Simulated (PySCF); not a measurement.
Shieldings and the share of exact exchange

Molecule: `C=NC(=C)O[SiH3]`, C3H7NOSi.

Mapped SMILES: `[CH2:1]=[N:2][C:3](=[CH2:4])[O:5][SiH3:6]` (H(Xn): hydrogen on atom n). Ha(C1) is cis to C3; Ha(C4) is cis to N2; Hb(C1) is trans to C3; Hb(C4) is trans to N2.

GIAO shieldings (ppm, equivalent atoms averaged) in PySCF 2.14.0 with density-fitted response routines on the PBE0-D3(BJ)/def2-SVP geometry, basis pcSseg-1, gas phase, non-relativistic:

```csv
functional,exact exchange (%),σ(O5),σ(Si6)
BLYP,0,200.4,369.0
BP86,0,204.2,373.0
PBE,0,204.1,374.2
B3LYP,20,213.0,380.4
PBE0,25,219.0,388.9
mPW1PW91,25,218.5,387.5
HF,100,252.1,434.7
```

Question: Fit each shielding as a line in the percentage of exact exchange.

Answer: σ(O5) = 203.9 + 0.49 x (rms 2.0 ppm); σ(Si6) = 371.5 + 0.63 x (rms 2.1 ppm). The functionals also differ in their semilocal parts, which the line can't hold; Hartree–Fock has no correlation at all.

Question: What does the line predict for BHandHLYP (50 %), and what does the run give?

Answer: σ(O5): 228.4 predicted, 229.3 computed; σ(Si6): 403.0 predicted, 399.2 computed ppm.
